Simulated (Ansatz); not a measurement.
Consider the formal exchange of groups at a C–Si bond: `O[SiH](O)C[SiH2]F` + silanol → `O[SiH2]C[SiH](O)O` + `F[SiH3]`.

Gas-phase electronic energies from Ansatz, PBE0-D4/def2-TZVP geometries. CCSD(T)/CBS adds triple-zeta CCSD(T) − MP2 to the extrapolated MP2 energy (def2 sets, frozen cores). This one scheme is used for every species. Functionals use def2-TZVPP. B3LYP here is the variant with VWN-RPA as its local correlation; programs differ in this. One conformer a species, not always the lowest.

| level | ΔE (kcal/mol) | difference from CCSD(T)/CBS |
| --- | --- | --- |
| PBE-D4 | 0.2 | -0.1 |
| r2SCAN-D4 | 0.5 | 0.2 |
| PBE0-D4 | 0.3 | 0.0 |
| B3LYP-D4 | 0.3 | 0.0 |
| ωB97X-V | 0.5 | 0.2 |
| ωB97M-V | 0.4 | 0.1 |
| B2PLYP | 0.4 | 0.1 |
| PBE | 0.4 | 0.1 |
| r2SCAN | 0.6 | 0.3 |
| PBE0 | 0.5 | 0.2 |
| B3LYP | 0.6 | 0.3 |
| HF/def2-TZVPP | 1.4 | 1.1 |
| MP2/def2-TZVPP | 0.1 | -0.2 |
| SCS-MP2/def2-TZVPP | 0.4 | 0.1 |
| CCSD/def2-TZVPP | 0.5 | 0.2 |
| CCSD(T)/def2-TZVPP | 0.2 | -0.1 |
| HF/def2-QZVPP | 1.4 | 1.1 |
| MP2/def2-QZVPP | 0.1 | -0.2 |
| SCS-MP2/def2-QZVPP | 0.4 | 0.1 |
| HF/CBS(def2) | 1.4 | 1.1 |
| MP2/CBS(def2) | 0.2 | -0.1 |
| CCSD/CBS(def2) | 0.5 | 0.2 |
| CCSD(T)/CBS | 0.3 | 0 |

Largest T1 diagnostic among the species: 0.011.

In def2-TZVPP, CCSD(T) changes the Hartree–Fock value by −1.2 kcal/mol (the triples alone add −0.2 kcal/mol) and MP2 by −1.3 kcal/mol.
